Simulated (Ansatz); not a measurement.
**Molecular dynamics of CH$_{3}$FSSi**

input.yaml

```yaml
crystal:
  periodic: [false, false, false]
  atoms:
    - { symbol: F, position_ang: [0.823684, -1.877031, 0.914629] }
    - { symbol: C, position_ang: [0.307094, -0.816876, 0.226781] }
    - { symbol: Si, position_ang: [0.962459, 0.930002, 0.329474] }
    - { symbol: S, position_ang: [-0.4728, 1.852644, -1.008747] }
    - { symbol: H, position_ang: [-0.58224, -1.168826, -0.388869] }
    - { symbol: H, position_ang: [-0.013811, 0.379009, 1.438202] }
    - { symbol: H, position_ang: [-1.024386, 0.701069, -1.51147] }
basis:
  gaussian: { orbitals: STO-3G }
hamiltonian:
  xc: pbe
md:
  timestep: 0.5
  n_steps: 200
  ensemble: nve
  temperature: 100.0
  initial_velocities: maxwell_boltzmann
  seed: 3267
```

Launched with:

```bash
$ ansatz run input.yaml --threads 1 --pin off --max-ram 2048MiB --backend cpu --events-out ev --progress --plain --runs-dir out
```

It starts at the highest image of a converged band, a first-order saddle point between two minima.

Output, in part (one step line in 4, the closing report, with atoms numbered from 0):

```
md step     0: t =     0.00 fs  T =   100.0 K  F+E_penalty+E_count = -22235.63852251 eV  E_kin = 0.064630 eV  conserved = -22235.57389251 eV  (25 SCF iters)
md step     4: t =     2.00 fs  T =    95.2 K  F+E_penalty+E_count = -22235.63537770 eV  E_kin = 0.061528 eV  conserved = -22235.57384922 eV  (23 SCF iters)
md step     8: t =     4.00 fs  T =    92.2 K  F+E_penalty+E_count = -22235.63344302 eV  E_kin = 0.059600 eV  conserved = -22235.57384298 eV  (23 SCF iters)
md step    12: t =     6.00 fs  T =    95.1 K  F+E_penalty+E_count = -22235.63529772 eV  E_kin = 0.061448 eV  conserved = -22235.57384959 eV  (23 SCF iters)
md step    16: t =     8.00 fs  T =   104.1 K  F+E_penalty+E_count = -22235.64109051 eV  E_kin = 0.067291 eV  conserved = -22235.57379973 eV  (23 SCF iters)
md step    20: t =    10.00 fs  T =   135.2 K  F+E_penalty+E_count = -22235.66117389 eV  E_kin = 0.087387 eV  conserved = -22235.57378660 eV  (23 SCF iters)
md step    24: t =    12.00 fs  T =   197.4 K  F+E_penalty+E_count = -22235.70130217 eV  E_kin = 0.127556 eV  conserved = -22235.57374621 eV  (31 SCF iters)
md step    28: t =    14.00 fs  T =   307.0 K  F+E_penalty+E_count = -22235.77214584 eV  E_kin = 0.198425 eV  conserved = -22235.57372086 eV  (30 SCF iters)
md step    32: t =    16.00 fs  T =   474.7 K  F+E_penalty+E_count = -22235.88060137 eV  E_kin = 0.306800 eV  conserved = -22235.57380100 eV  (29 SCF iters)
md step    36: t =    18.00 fs  T =   685.0 K  F+E_penalty+E_count = -22236.01656572 eV  E_kin = 0.442721 eV  conserved = -22235.57384424 eV  (29 SCF iters)
md step    40: t =    20.00 fs  T =   932.2 K  F+E_penalty+E_count = -22236.17640999 eV  E_kin = 0.602486 eV  conserved = -22235.57392434 eV  (29 SCF iters)
md step    44: t =    22.00 fs  T =  1198.0 K  F+E_penalty+E_count = -22236.34836112 eV  E_kin = 0.774284 eV  conserved = -22235.57407723 eV  (29 SCF iters)
md step    48: t =    24.00 fs  T =  1436.1 K  F+E_penalty+E_count = -22236.50233233 eV  E_kin = 0.928120 eV  conserved = -22235.57421274 eV  (29 SCF iters)
md step    52: t =    26.00 fs  T =  1597.7 K  F+E_penalty+E_count = -22236.60699405 eV  E_kin = 1.032621 eV  conserved = -22235.57437292 eV  (29 SCF iters)
md step    56: t =    28.00 fs  T =  1638.5 K  F+E_penalty+E_count = -22236.63339771 eV  E_kin = 1.058970 eV  conserved = -22235.57442795 eV  (29 SCF iters)
md step    60: t =    30.00 fs  T =  1553.2 K  F+E_penalty+E_count = -22236.57824405 eV  E_kin = 1.003865 eV  conserved = -22235.57437923 eV  (29 SCF iters)
md step    64: t =    32.00 fs  T =  1365.6 K  F+E_penalty+E_count = -22236.45694425 eV  E_kin = 0.882620 eV  conserved = -22235.57432467 eV  (28 SCF iters)
md step    68: t =    34.00 fs  T =  1098.8 K  F+E_penalty+E_count = -22236.28428347 eV  E_kin = 0.710160 eV  conserved = -22235.57412326 eV  (28 SCF iters)
md step    72: t =    36.00 fs  T =   816.5 K  F+E_penalty+E_count = -22236.10156158 eV  E_kin = 0.527697 eV  conserved = -22235.57386414 eV  (28 SCF iters)
md step    76: t =    38.00 fs  T =   602.4 K  F+E_penalty+E_count = -22235.96302277 eV  E_kin = 0.389325 eV  conserved = -22235.57369746 eV  (24 SCF iters)
md step    80: t =    40.00 fs  T =   515.7 K  F+E_penalty+E_count = -22235.90689408 eV  E_kin = 0.333311 eV  conserved = -22235.57358317 eV  (29 SCF iters)
md step    84: t =    42.00 fs  T =   591.2 K  F+E_penalty+E_count = -22235.95575580 eV  E_kin = 0.382099 eV  conserved = -22235.57365632 eV  (28 SCF iters)
md step    88: t =    44.00 fs  T =   801.2 K  F+E_penalty+E_count = -22236.09170310 eV  E_kin = 0.517826 eV  conserved = -22235.57387697 eV  (29 SCF iters)
md step    92: t =    46.00 fs  T =  1060.9 K  F+E_penalty+E_count = -22236.25985918 eV  E_kin = 0.685635 eV  conserved = -22235.57422414 eV  (29 SCF iters)
md step    96: t =    48.00 fs  T =  1256.4 K  F+E_penalty+E_count = -22236.38651038 eV  E_kin = 0.812005 eV  conserved = -22235.57450532 eV  (29 SCF iters)
md step   100: t =    50.00 fs  T =  1322.8 K  F+E_penalty+E_count = -22236.42944538 eV  E_kin = 0.854954 eV  conserved = -22235.57449162 eV  (28 SCF iters)
md step   104: t =    52.00 fs  T =  1285.4 K  F+E_penalty+E_count = -22236.40520529 eV  E_kin = 0.830766 eV  conserved = -22235.57443971 eV  (27 SCF iters)
md step   108: t =    54.00 fs  T =  1166.6 K  F+E_penalty+E_count = -22236.32837754 eV  E_kin = 0.753984 eV  conserved = -22235.57439386 eV  (29 SCF iters)
md step   112: t =    56.00 fs  T =   972.3 K  F+E_penalty+E_count = -22236.20254658 eV  E_kin = 0.628407 eV  conserved = -22235.57413975 eV  (29 SCF iters)
md step   116: t =    58.00 fs  T =   770.6 K  F+E_penalty+E_count = -22236.07190584 eV  E_kin = 0.498041 eV  conserved = -22235.57386501 eV  (29 SCF iters)
md step   120: t =    60.00 fs  T =   654.0 K  F+E_penalty+E_count = -22235.99641414 eV  E_kin = 0.422680 eV  conserved = -22235.57373409 eV  (30 SCF iters)
md step   124: t =    62.00 fs  T =   676.0 K  F+E_penalty+E_count = -22236.01061869 eV  E_kin = 0.436917 eV  conserved = -22235.57370196 eV  (30 SCF iters)
md step   128: t =    64.00 fs  T =   846.4 K  F+E_penalty+E_count = -22236.12088211 eV  E_kin = 0.547046 eV  conserved = -22235.57383565 eV  (25 SCF iters)
md step   132: t =    66.00 fs  T =  1114.8 K  F+E_penalty+E_count = -22236.29455312 eV  E_kin = 0.720478 eV  conserved = -22235.57407519 eV  (29 SCF iters)
md step   136: t =    68.00 fs  T =  1386.4 K  F+E_penalty+E_count = -22236.47040894 eV  E_kin = 0.896005 eV  conserved = -22235.57440405 eV  (29 SCF iters)
md step   140: t =    70.00 fs  T =  1544.8 K  F+E_penalty+E_count = -22236.57299385 eV  E_kin = 0.998394 eV  conserved = -22235.57459962 eV  (28 SCF iters)
md step   144: t =    72.00 fs  T =  1540.2 K  F+E_penalty+E_count = -22236.56985250 eV  E_kin = 0.995424 eV  conserved = -22235.57442847 eV  (29 SCF iters)
md step   148: t =    74.00 fs  T =  1439.3 K  F+E_penalty+E_count = -22236.50449677 eV  E_kin = 0.930216 eV  conserved = -22235.57428113 eV  (29 SCF iters)
md step   152: t =    76.00 fs  T =  1295.7 K  F+E_penalty+E_count = -22236.41159274 eV  E_kin = 0.837410 eV  conserved = -22235.57418270 eV  (29 SCF iters)
md step   156: t =    78.00 fs  T =  1144.4 K  F+E_penalty+E_count = -22236.31347730 eV  E_kin = 0.739657 eV  conserved = -22235.57381990 eV  (29 SCF iters)
md step   160: t =    80.00 fs  T =  1087.8 K  F+E_penalty+E_count = -22236.27690456 eV  E_kin = 0.703072 eV  conserved = -22235.57383258 eV  (29 SCF iters)
md step   164: t =    82.00 fs  T =  1128.0 K  F+E_penalty+E_count = -22236.30309368 eV  E_kin = 0.729017 eV  conserved = -22235.57407658 eV  (27 SCF iters)
md step   168: t =    84.00 fs  T =  1189.5 K  F+E_penalty+E_count = -22236.34290073 eV  E_kin = 0.768759 eV  conserved = -22235.57414152 eV  (29 SCF iters)
md step   172: t =    86.00 fs  T =  1240.0 K  F+E_penalty+E_count = -22236.37569033 eV  E_kin = 0.801438 eV  conserved = -22235.57425238 eV  (29 SCF iters)
md step   176: t =    88.00 fs  T =  1249.2 K  F+E_penalty+E_count = -22236.38146489 eV  E_kin = 0.807360 eV  conserved = -22235.57410518 eV  (29 SCF iters)
md step   180: t =    90.00 fs  T =  1262.3 K  F+E_penalty+E_count = -22236.38972415 eV  E_kin = 0.815806 eV  conserved = -22235.57391789 eV  (29 SCF iters)
md step   184: t =    92.00 fs  T =  1342.6 K  F+E_penalty+E_count = -22236.44173919 eV  E_kin = 0.867709 eV  conserved = -22235.57403068 eV  (29 SCF iters)
md step   188: t =    94.00 fs  T =  1477.1 K  F+E_penalty+E_count = -22236.52883419 eV  E_kin = 0.954628 eV  conserved = -22235.57420641 eV  (29 SCF iters)
md step   192: t =    96.00 fs  T =  1618.4 K  F+E_penalty+E_count = -22236.62049213 eV  E_kin = 1.045994 eV  conserved = -22235.57449848 eV  (29 SCF iters)
md step   196: t =    98.00 fs  T =  1670.5 K  F+E_penalty+E_count = -22236.65434829 eV  E_kin = 1.079664 eV  conserved = -22235.57468428 eV  (28 SCF iters)
md step   200: t =   100.00 fs  T =  1561.8 K  F+E_penalty+E_count = -22236.58378844 eV  E_kin = 1.009373 eV  conserved = -22235.57441548 eV  (26 SCF iters)
Total energy: -22236.58380570 eV, -817.1793823618 hartree
Atom 0 at     1.213340    -1.858987     0.968733 Å, force    -0.193263     1.046662    -0.550257 eV/Å
Atom 1 at     0.309368    -1.041760     0.248464 Å, force    -0.141142    -1.951503     1.269316 eV/Å
Atom 2 at     0.429272     0.712415     0.350994 Å, force     1.265186     0.045927     0.986343 eV/Å
Atom 3 at    -0.278316     2.088652    -1.085201 Å, force    -0.301400    -0.305846     0.022266 eV/Å
Atom 4 at    -0.651516    -1.628773     0.336849 Å, force    -0.178737     0.534223    -0.920271 eV/Å
Atom 5 at     1.846937     0.931140     0.724873 Å, force    -0.369847     0.337950    -0.495758 eV/Å
Atom 6 at    -1.517007     1.504486    -0.969905 Å, force    -0.080797     0.292587    -0.311639 eV/Å
Dipole moment:    -0.245412     0.071817     0.025606 e Å
```

All steps were run. The conserved energy stayed within 0.11 meV per atom of its start (net change -0.075 meV per atom), so the integration is sound. The system heated up, since it started high on the potential surface and ran downhill. A run of 0.1 ps of so small a system gives no equilibrium averages. The orbitals stay closed-shell, which can raise the energy where a bond breaks towards radicals; this wasn't checked here. Limits of this set-up: minimal basis.

The step under study would form C2–H6 and break Si3–H6. These pairs go: C2–H6 1.73 → 2.55 Å, Si3–H6 1.58 → 1.48 Å. In the last frame they stand as before the step (other bonds may differ from the relaxed reactants and products). It ends as one piece, CH3FSSi. Pairs count as bonded within 1.25 times the sum of covalent radii (0.12 Å more for H–H).

Last frame:

```xyz
7
Properties=species:S:1:pos:R:3
F 1.213 -1.859 0.969
C 0.309 -1.042 0.248
Si 0.429 0.712 0.351
S -0.278 2.089 -1.085
H -0.651 -1.629 0.337
H 1.847 0.931 0.725
H -1.517 1.504 -0.970
```

Run time: 3.5 min on 1 CPU thread of a shared host.
